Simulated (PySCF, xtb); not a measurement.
Si(F)(OH)2(OSiH3) (FH5O3Si2), SMILES O[Si](O)(F)O[SiH3]. Atoms are numbered in the order given.

```xyz
11

O      0.9969    -1.4000    -0.1144
Si     0.7278     0.2166    -0.1040
O      1.6615     0.9107     1.0545
F      1.1216     0.8890    -1.5214
O     -0.8724     0.4372     0.1115
Si    -2.1792    -0.5828     0.3235
H      1.8990    -1.7137     0.0006
H      1.7528     1.8687     1.0442
H     -2.3318    -1.4762    -0.8574
H     -1.9942    -1.4048     1.5512
H     -3.3887     0.2691     0.4693
```
Charge 0, spin multiplicity 1.

Geometry: ωB97X-D3(BJ)/def2-SVP. One conformer was computed; it need not be the lowest.

Computed with C-PCM-M06-2X/def2-SVP in PySCF.

The values are the electrostatic part of the solvation free energy, E(continuum) − E(gas) at the gas-phase geometry, in a cavity of scaled van der Waals radii (PySCF's table); cavitation and dispersion terms are not included. In vacuum the orbital gap is 11.62 eV. The dipole moment in vacuum is 1.32 D.

Computed values in water (ε = 78.36), tetrahydrofuran (ε = 7.43), ethylethanoate (ε = 5.99):
| solvent | ε | ΔG(elec) (kcal/mol) | dipole (D) | gap (eV) |
|---|---|---|---|---|
| water | 78.36 | -8.0 | 1.55 | 11.76 |
| tetrahydrofuran | 7.43 | -6.9 | 1.52 | 11.75 |
| ethylethanoate | 5.99 | -6.6 | 1.51 | 11.74 |

For comparison, GFN2-xTB/ALPB(water) (xtb, at the GFN2-xTB geometry, all terms of that model) gives -8.3 kcal/mol.
